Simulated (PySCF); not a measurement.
Species: C4H14Si4.
Atom-mapped SMILES: `[CH3:1][Si@H:2]1[SiH2:3][Si@H:4]([CH:5]2[CH2:6][CH2:7]2)[SiH2:8]1` (hydrogens: H9, H10, H11 on C1; H12 on Si2; H13, H14 on Si3; H15 on Si4; H16 on C5; H17, H18 on C6; H19, H20 on C7; H21, H22 on Si8)

Geometry (PBE0-D3(BJ)/def2-SVP, Å), atoms numbered from 1 in this order:
```xyz
22
C4H14Si4 angstrom
C     -3.8605    0.1102   -0.5397
Si    -1.9988   -0.1765   -0.4687
Si    -0.5627    1.6533   -0.0331
Si     0.8466    0.1723    1.1596
C      2.0829   -0.6376    0.0064
C      1.8395   -0.7068   -1.4824
C      2.9140    0.1819   -0.9511
Si    -1.0580   -1.1995    1.4471
H     -4.3979   -0.8480   -0.6084
H     -4.1980    0.6331    0.3675
H     -4.1292    0.7225   -1.4142
H     -1.5228   -0.8996   -1.6939
H     -1.2351    2.5816    0.9341
H     -0.0041    2.4604   -1.1652
H      1.5123    0.6970    2.3942
H      2.5881   -1.5121    0.4336
H      2.1307   -1.6244   -2.0004
H      0.9356   -0.2428   -1.8905
H      2.7528    1.2642   -0.9837
H      3.9551   -0.1173   -1.1005
H     -0.8818   -2.6863    1.4726
H     -1.8367   -0.7875    2.6617
```

The closed-shell ground state was solved at several levels (PySCF, density fitting, gas phase, non-relativistic).

| level | basis functions | total energy (Eh) | HOMO (eV) | LUMO (eV) | gap (eV) | dipole (D) |
| --- | --- | --- | --- | --- | --- | --- |
| wB97X-D/def2-SVPD | 288 | -1318.2724 | -8.72 | 0.88 | 9.60 | 0.80 |
| mPW1PW91/pcSseg-1 | 234 | -1318.7565 | -7.10 | -0.85 | 6.25 | 0.81 |

Task: What might PBE0/pcSseg-1 (234 basis functions) give for the same quantities?

Result: Total energy -1318.0606 Eh, HOMO -7.09 eV, LUMO -0.86 eV, gap 6.23 eV, dipole 0.81 D.

Task: Over all these levels, which gives the widest orbital gap and which the narrowest?

Result: wB97X-D/def2-SVPD (range-separated hybrid) has the widest, 9.60 eV, and PBE0/pcSseg-1 (global hybrid, 25 % exact exchange) the narrowest, 6.23 eV. Functional and basis both differ between the two, so the spread mixes both effects.

Task: How far do the dipole and the HOMO energy spread over the levels?

Result: The dipole runs from 0.80 to 0.81 D (mean 0.81 D) and the HOMO from -8.72 to -7.09 eV.

One conformer stands for the species.

The pairwise dispersion term of wB97X-D wasn't added to the energies; at a given geometry it leaves orbitals and properties as they are.
